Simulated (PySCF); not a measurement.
# Excitation energy of Ba by level of theory

Ba [Xe] 6s2 (1S) → Ba [Xe] 6s1 6p1 (3P), as a difference of total energies. Computed with PySCF 2.14 in x2c-TZVPPall, with scalar relativity by spin-free X2C-1e. Correlated levels: valence: [Xe] frozen. The calculations carry no spin-orbit coupling.

```json
{"method": "UHF", "excitation energy (eV)": "0.797"}
{"method": "MP2 (valence)", "excitation energy (eV)": "1.222"}
{"method": "SCS-MP2 (valence)", "excitation energy (eV)": "1.340"}
{"method": "CCSD (valence)", "excitation energy (eV)": "1.349"}
```

How much does correlation contribute at MP2 (valence)?

1.222 − (0.797) = 0.425 eV, measured against UHF.

Errors of the correlated levels include the incompleteness of this basis and the frozen core.

The basis was made for the ground configuration and has no added diffuse functions, so the excitation energy can come out too high.

With two correlated electrons CCSD is exact in that space.

For comparison: 1.622 eV (measured; NIST levels, between the centres of gravity of the two terms).
